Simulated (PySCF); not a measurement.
# Distorted geometries of [Gd(H2O)2]3+

[Gd(H2O)2]3+ (singlet in the valence; each metal's 4f electrons, 7 of them, lie in its core potential, out of spins and levels). PySCF 2.14.0, RKS BP86, Gd lcecp-1-SVP with ECP53, O def2-SVP, H def2-SVP; non-relativistic Hamiltonian with scalar-relativistic core potentials where named; density fitting; no spin-orbit coupling. Relaxed geometry:

```xyz
7

Gd    1.0927   -0.0754    0.0030
O    -0.1714    0.0629    1.8526
H     0.0867    0.4384    2.7506
H    -1.1122   -0.2566    2.0119
O    -0.1677   -0.0374   -1.8541
H     0.0791   -0.3568   -2.7767
H    -1.0991    0.3192   -1.9874
```

Task: Order these distorted geometries by energy above the relaxed one, lowest first.
A.
```xyz
7

Gd    1.1102    0.0496   -0.1014
O    -0.2866   -0.0714    1.9314
H    -0.0297    0.5411    2.8657
H    -1.0413   -0.3207    2.0549
O    -0.1690   -0.1458   -1.7683
H     0.1482   -0.3698   -2.8430
H    -1.0237    0.4113   -2.1393
```
B.
```xyz
7

Gd    1.0399    0.0112   -0.0271
O    -0.1496    0.0038    1.8603
H     0.1388    0.4401    2.7969
H    -1.0522   -0.2481    1.9214
O    -0.2560   -0.0752   -1.8514
H     0.1163   -0.3342   -2.7246
H    -1.1291    0.2966   -1.9755
```
C.
```xyz
7

Gd    1.0797   -0.0907   -0.0194
O    -0.1624    0.0958    1.9272
H     0.1112    0.4452    2.7155
H    -1.0897   -0.2962    2.0138
O    -0.1828   -0.0576   -1.8946
H     0.0597   -0.3450   -2.7454
H    -1.1075    0.3427   -1.9971
```

Result: B (0.32 eV), C (0.46 eV), A (2.45 eV).

Task: Which forces (eV/Å) act in the one that lies 0.46 eV up?

Result: 
```
Gd  -0.20  0.06  0.37
O   -1.44 -2.55 -6.08
H    1.30  2.10  5.11
H    0.33  0.36  0.53
O   -1.14  1.44  3.87
H    0.89 -1.21 -3.64
H    0.26 -0.20 -0.16
```
Forces carry noise of the integration grid, about 0.01 to 0.03 eV/Å.

An lcecp potential fixes the number of 4f electrons, so in runs with it no electron can move into or out of that shell.
